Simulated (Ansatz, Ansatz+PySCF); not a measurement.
```csv
atom,x (Å),y (Å),z (Å)
P,0.0000,0.0000,0.0000
O,0.0000,0.0000,1.6400
```

Basis set: STO-3G (spherical functions). Frozen core: 6 orbitals. Correlation on ROHF uses semicanonical orbitals with singles. Charge 0, multiplicity 2.

Computed with Ansatz (development build ahead of 0.2.0); the reference of a correlated method needn't be the lowest determinant of its kind.

Question: Give the atomization energy at this shape (free ground-state atoms in the same class of orbitals less the molecule, no zero-point energy) of doublet PO by UHF-CCSD(T), ROHF-CCSD(T).

Answer:

```
      method  atomization energy
 UHF-CCSD(T)        359.9 kJ/mol
ROHF-CCSD(T)        355.1 kJ/mol
```

Caution: large amplitudes, a single reference is doubtful; the reference determinant was not shown to be the lowest. Caution for UHF-CCSD(T): a plain start can end on a higher determinant; the unrestricted determinant is a mixture of spin states. Caution for ROHF-CCSD(T): an unrestricted determinant lies well below; the program doubts this total.

This basis has no polarisation functions and is too small for such energies, which can lie far from measured ones in either direction.
